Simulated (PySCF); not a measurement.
**Low-lying terms of Sn⁴⁰⁺ (tin, charge +40)**

Ground state [Ne], ¹S. All numbers are calculated (PySCF 2.14, scalar relativity by spin-free X2C-1e, in an even-tempered Gaussian basis (19 s from 2.72 bohr⁻², ratio 2.5; 13 p from 3.52 bohr⁻², ratio 2.5; 7 d from 1.79 bohr⁻², ratio 2.7; 3 f from 140 bohr⁻², ratio 2.7)). Vertical excitation energies in eV without spin-orbit coupling; excited terms of each kind are numbered among those the solver found. Frozen: 1s2.

| term | leading excitation | EOM-EE-CCSD |
| --- | --- | --- |
| 1 3P° | 2p → s | 3625.1 |
| 1 1P° | 2p → s | 3632.6 |
| 1 3S | 2p → p | 3737.6 |
| 1 3D | 2p → p | 3750.2 |
| 1 1D | 2p → p | 3756.6 |
| 1 1P | 2p → p | 3757.5 |
| 1 3P | 2p → p | 3757.6 |
| 1 1S | 2p → p | 3808.9 |
| 2 3P° | 2p → d | 3876.8 |
| 1 3F° | 2p → d | 3883.1 |
| 1 1F° | 2p → d | 3890.9 |
| 1 1D° | 2p → d | 3893.0 |
| 2 3S | 2s → s | 4067.5 |
| 2 1S | 2s → s | 4084.0 |

The spin-orbit splitting of the hole, absent here, rivals or exceeds the spacing of these terms, so the LS terms are model states.

The solver can miss terms. The 25 highest virtual orbitals were dropped.
